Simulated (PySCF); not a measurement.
## Excitation energy of Te²⁺ by level of theory

Te²⁺ [Kr] 4d10 5s2 5p2 (3P) → Te²⁺ [Kr] 4d10 5s1 5p2 5d1 (high-spin determinant), as a difference of total energies. Calculation: PySCF 2.14, in x2c-TZVPPall with one added diffuse shell each of s, p, d, f type (9s7p5d3f, 76 functions); the spin-free X2C one-electron Hamiltonian (Gaussian nucleus). Correlated levels: valence: [Kr] 4d10 frozen; valence and next inner shell: [Ar] 3d10 frozen. The calculations carry no spin-orbit coupling.

```json
{"method": "UHF", "excitation energy (eV)": "19.267"}
{"method": "LDA", "excitation energy (eV)": "21.162"}
{"method": "PBE", "excitation energy (eV)": "20.682"}
{"method": "PBE0", "excitation energy (eV)": "20.555"}
{"method": "r2SCAN", "excitation energy (eV)": "20.328"}
{"method": "HSE06", "excitation energy (eV)": "20.606"}
{"method": "LC-wPBE", "excitation energy (eV)": "20.805"}
{"method": "TPSSh", "excitation energy (eV)": "20.462"}
{"method": "wB97M-V", "excitation energy (eV)": "20.906"}
{"method": "MP2 (valence)", "excitation energy (eV)": "20.037"}
{"method": "SCS-MP2 (valence)", "excitation energy (eV)": "20.415"}
{"method": "MP2 (valence and next inner shell)", "excitation energy (eV)": "21.036"}
{"method": "SCS-MP2 (valence and next inner shell)", "excitation energy (eV)": "21.207"}
```

Problem. How much does correlation contribute at MP2 (valence and next inner shell)?

Solution. 21.036 − (19.267) = 1.769 eV, measured against UHF.

A first-order spin-orbit estimate (lowest level to lowest level, LS coupling) adds 0.106 eV.

The promoted electron is Rydberg-like, and one or two diffuse shells describe it only roughly, which tends to raise the upper state.

The determinant of the upper state mixes LS terms, which raises its energy above the lowest term, most at the Hartree-Fock and MP2 levels.
